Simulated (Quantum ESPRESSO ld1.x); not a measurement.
Task: The mean radii <r> (bohr) of the occupied orbitals of an atom or ion are listed with their occupations. All-electron calculation, scalar-relativistic Kohn-Sham, LDA (Slater exchange, Perdew-Wang correlation), spin-polarised, spherical densities, point nucleus. Program: ld1.x of Quantum ESPRESSO 7.5.

orbital  occ.      <r>
1s up       1  0.03613
1s down     1  0.03613
2s up       1   0.1582
2s down     1   0.1582
2p up       3   0.1378
2p down     3   0.1378
3s up       1   0.4441
3s down     1   0.4441
3p up       3   0.4465
3p down     3   0.4464
3d up       5   0.4334
3d down     5   0.4332
4s up       1    1.157
4s down     1    1.151
4p up       3    1.297
4p down     3    1.288
4d up       3    1.951
5s up       1    3.243
5d up       1    9.594

Name the element and its charge. Open shells, if any, are filled with parallel spins first.

Result: Z = 41, niobium, charge 0: Nb in [Kr] 4d3 5s1 5d1. The 1s radius gives Z: for a bare nucleus <r> = (2 gamma + 1)/(2Z) with gamma = sqrt(1 - (Z/c)^2), 0.03547 bohr for Z = 41, and screening makes it slightly larger (0.03613 here). The occupations add up to 41, and the charge is Z minus that.
